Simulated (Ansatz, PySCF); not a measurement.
Process, species as SMILES: [F][K] -> [F][K] as doublet, charge +1 + e-
Each molecule is optimised on its own at B3LYP-D3(BJ)/def2-TZVP (Ansatz, a quantum-chemistry and plane-wave program). A spin state is the lowest found, not a proven ground state.

Property: adiabatic ionisation energy (0 K, with B3LYP-D3(BJ) harmonic zero-point energies from PySCF), in eV. Valence correlation only, unless marked. Open shells are spin-unrestricted. No spin-orbit coupling. The frozen core is the preceding noble-gas configuration, with the filled d and f shells of earlier blocks. The outer core of K, Ca and their heavier congeners is not correlated, a term that matters for these elements. Non-relativistic. CBS marks a two-point X^-3 extrapolation of the correlation energy; Hartree-Fock from the larger set.

```
level                                   program  adiabatic ionisation energy (eV)
-------------------------------  --------------  --------------------------------
PBE-D3(BJ)/def2-TZVPD            Ansatz + dftd3                              9.44
r2SCAN/def2-TZVPD                        Ansatz                              9.14
B3LYP-D3(BJ)/def2-TZVPD          Ansatz + dftd3                              9.32
B3LYP/def2-TZVPD                         Ansatz                              9.32
PBE0/6-31G*                              Ansatz                              8.83
PBE0-D4/def2-TZVP                Ansatz + dftd4                              8.99
PBE0/def2-TZVP                           Ansatz                              8.99
PBE0/def2-TZVPD                          Ansatz                              9.07
r2SCANh/def2-TZVPD                       Ansatz                              9.04
CAM-B3LYP-D4/def2-TZVPD          Ansatz + dftd4                              9.36
CCSD/def2-TZVPP                          Ansatz                              8.58
CCSD/CBS(def2-TZVPP,def2-QZVPP)          Ansatz                              8.93
CCSD(T)/STO-3G                           Ansatz                              2.22
CCSD(T)/def2-QZVPP                       Ansatz                              8.95
```
